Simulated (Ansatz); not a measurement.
H7NSeSi2 can be A, `N[SiH2][Se][SiH3]`, or B, `N[SiH2][SiH2][SeH]`.

Program: Ansatz. Geometries: PBE0-D4/def2-TZVP. ΔE: electronic, gas phase. CBS: MP2 limit from def2 TZ/QZ plus the TZ coupled-cluster correction, frozen cores. DFT in def2-TZVPP. B3LYP here is the variant with VWN-RPA as its local correlation; programs differ in this. For Se outer-core shells are correlated without core-valence functions, which leaves a few kJ/mol of doubt a bond. Scalar relativity is left out up to krypton. Each species was taken in one conformer, which may not be the lowest.

Question: Which isomer does CCSD(T)/CBS put lower? Give the gap. (Best estimate.)

Answer: Ansatz gave: A, by 18.4 kcal/mol.

Question: Give E(B) − E(A) in kcal/mol with B3LYP, B3LYP-D4, PBE-D4, CCSD/def2-TZVPP, MP2/def2-TZVPP, B2PLYP, PBE0-D4. (An estimate is asked.)

Answer: Ansatz gave: B3LYP 17.0, B3LYP-D4 17.2, PBE-D4 15.7, CCSD/def2-TZVPP 17.7, MP2/def2-TZVPP 20.2, B2PLYP 18.2, PBE0-D4 16.6. None reverses the order clearly.

Largest T1 diagnostic: 0.010.

From PBE to PBE0 (25 % exact exchange), in def2-TZVPP and without D4, E(B) − E(A) moves by +1.0 kcal/mol.
